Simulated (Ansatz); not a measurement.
Ansatz (a program for electronic structure) input (CCSD(T)/aug-cc-pVDZ):

Ansatz 0.2 input:
```yaml
crystal:
  periodic: [false, false, false]
  atoms:
    - {symbol: C, position_ang: [1.59313510, -0.63906756, -0.11543434]}
    - {symbol: C, position_ang: [1.43638359, 0.92210247, 0.21526977]}
    - {symbol: C, position_ang: [-0.06425195, 0.63991867, 0.13555457]}
    - {symbol: C, position_ang: [0.06425195, -0.63991867, -0.13555457]}
    - {symbol: C, position_ang: [-1.43638359, -0.92210247, -0.21526977]}
    - {symbol: C, position_ang: [-1.59313510, 0.63906756, 0.11543434]}
    - {symbol: H, position_ang: [2.09495382, -0.84999760, -1.06186465]}
    - {symbol: H, position_ang: [2.07230299, -1.22018753, 0.67497161]}
    - {symbol: H, position_ang: [1.85029781, 1.58665927, -0.54570535]}
    - {symbol: H, position_ang: [1.82764698, 1.21646933, 1.19113091]}
    - {symbol: H, position_ang: [-1.82764698, -1.21646933, -1.19113091]}
    - {symbol: H, position_ang: [-1.85029781, -1.58665927, 0.54570535]}
    - {symbol: H, position_ang: [-2.07230299, 1.22018753, -0.67497161]}
    - {symbol: H, position_ang: [-2.09495382, 0.84999760, 1.06186465]}
basis:
  gaussian:
    orbitals: aug-cc-pVDZ
magnetization: {spin_polarized: false}
correlation: {method: ccsd_t, electrons: outside_noble_gas}
output: {forces: true}
```

Output:

```
Functional definition: HF
integrals: 1.18 GiB planned
2104 factors; integrals over basis functions are off by at most 3.6e-4 eV
0.99 GiB of device memory are held for the factors and their scratch space
mean field: 1.19 GiB planned
mean field evaluation 1: about -6300.4272 eV, gradient 4.4e1 eV
mean field evaluation 2: about -6300.4272 eV, gradient 4.4e1 eV
mean field evaluation 4: about -6305.9633 eV, gradient 4.7e0 eV
mean field evaluation 8: about -6306.0522 eV, gradient 2.5e-5 eV
mean field evaluation 16: about -6306.0518 eV, gradient 2.7e-1 eV
mean field -6306.05214374 eV, -231.7431418866 hartree, gradient 1.8e-6 eV, S^2 0.000000; 1 other end points of the search recorded, 0 dependent functions left out
6 core orbitals not correlated
reference -6306.05214374 eV, -231.7431418866 hartree; 16, 16 occupied and 188, 188 virtual orbitals, 2104 factors
densities: 9.17 GiB planned
second order -22.95161231 eV of doubles, -0.00000000 eV of singles
coupled cluster: 6.89 GiB planned
cycle   1  -23.63423390 eV  change   -6.8e-1 eV  update   1.1e-1
cycle   2  -24.28026319 eV  change   -6.5e-1 eV  update   3.2e-2
cycle   3  -24.40434906 eV  change   -1.2e-1 eV  update   1.4e-2
cycle   4  -24.40440283 eV  change   -5.4e-5 eV  update   3.9e-3
cycle   5  -24.40715114 eV  change   -2.7e-3 eV  update   1.4e-3
cycle   6  -24.40750854 eV  change   -3.6e-4 eV  update   3.7e-4
cycle   7  -24.40735063 eV  change    1.6e-4 eV  update   1.3e-4
cycle   8  -24.40735025 eV  change    3.7e-7 eV  update   3.4e-5
cycle   9  -24.40735543 eV  change   -5.2e-6 eV  update   1.2e-5
cycle  10  -24.40734873 eV  change    6.7e-6 eV  update   3.7e-6
perturbative correction -1.02889711 eV, -0.0378112712 hartree
the calculation of the forces begins
0.99 GiB of device memory are held for the factors and their scratch space
Total energy: -6331.48838958 eV, -232.6779066800 hartree
Atom 0 at     1.593135    -0.639068    -0.115434 Å, force     0.225917    -0.006404     0.001581 eV/Å
Atom 1 at     1.436384     0.922102     0.215270 Å, force     0.220444     0.048106     0.013128 eV/Å
Atom 2 at    -0.064252     0.639919     0.135555 Å, force    -0.164231     1.635657     0.346483 eV/Å
Atom 3 at     0.064252    -0.639919    -0.135555 Å, force     0.164230    -1.635657    -0.346483 eV/Å
Atom 4 at    -1.436384    -0.922102    -0.215270 Å, force    -0.220444    -0.048106    -0.013128 eV/Å
Atom 5 at    -1.593135     0.639068     0.115434 Å, force    -0.225917     0.006404    -0.001581 eV/Å
Atom 6 at     2.094954    -0.849998    -1.061865 Å, force     0.205093    -0.078089    -0.428963 eV/Å
Atom 7 at     2.072303    -1.220188     0.674972 Å, force     0.194741    -0.247278     0.364829 eV/Å
Atom 8 at     1.850298     1.586659    -0.545705 Å, force     0.169012     0.281262    -0.352842 eV/Å
Atom 9 at     1.827647     1.216469     1.191131 Å, force     0.158660     0.112073     0.440950 eV/Å
Atom 10 at    -1.827647    -1.216469    -1.191131 Å, force    -0.158660    -0.112073    -0.440950 eV/Å
Atom 11 at    -1.850298    -1.586659     0.545705 Å, force    -0.169012    -0.281262     0.352842 eV/Å
Atom 12 at    -2.072303     1.220188    -0.674972 Å, force    -0.194741     0.247278    -0.364829 eV/Å
Atom 13 at    -2.094954     0.849998     1.061865 Å, force    -0.205093     0.078089     0.428963 eV/Å
Dipole moment:     0.000000     0.000000     0.000000 e Å
```
